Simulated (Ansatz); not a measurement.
C2H6Cl2Si, charge +1, doublet, geometry from GFN2-xTB (a state made from the parent by changing its charge; the spin is typed, not shown lowest). Base run: R2SCAN/def2-SV(P) (Ansatz, a quantum-chemistry and plane-wave program).

Geometry (Å):
```xyz
11

C      1.2833    -1.6185    -0.1827
Si    -0.0124    -0.1647     0.0288
C     -1.5005    -1.2565     0.6851
Cl     0.5928     1.1058     1.4402
Cl    -0.4616     0.6292    -1.7434
H      0.9156    -2.3475    -0.8976
H      2.2006    -1.1699    -0.5537
H      1.4690    -2.0973     0.7733
H     -2.3329    -0.5804     0.8595
H     -1.7784    -1.9971    -0.0578
H     -1.2250    -1.7470     1.6130
```
Charge +1, spin multiplicity 2.
Orbitals are unrestricted.
All else is at Ansatz's defaults.

Variants of this job, named by their change:

```
change                                     E (Eh)  SCF-reference <S^2>  core-seconds (rough)
------------------------------------  -----------  -------------------  --------------------
base                                  -1288.88732                0.756                    60
functional = wB97X                    -1288.98149                0.760                    20
functional = wB97X-V                  -1288.80336                0.759                    20
functional = b3lyp5                   -1288.81664                0.755                    10
functional = hse06                    -1288.46795                0.756                    10
functional = pbe0                     -1288.49440                0.757                    10
functional = SVWN5                    -1284.13719                0.751                    10
functional = wB97M-V                  -1288.89595                0.757                    20
functional = lc_wpbe                  -1288.61030                0.763                     7
functional = PBE0-DH                  -1288.40816                0.763                     7
functional = B2GP-PLYP                -1288.30735                0.768                     8
functional = pbe0; dispersion = d3bj  -1288.50463                0.757                    20
functional = revpbe                   -1288.76813                0.752                    30
```

Total energies compare only within one method and basis.
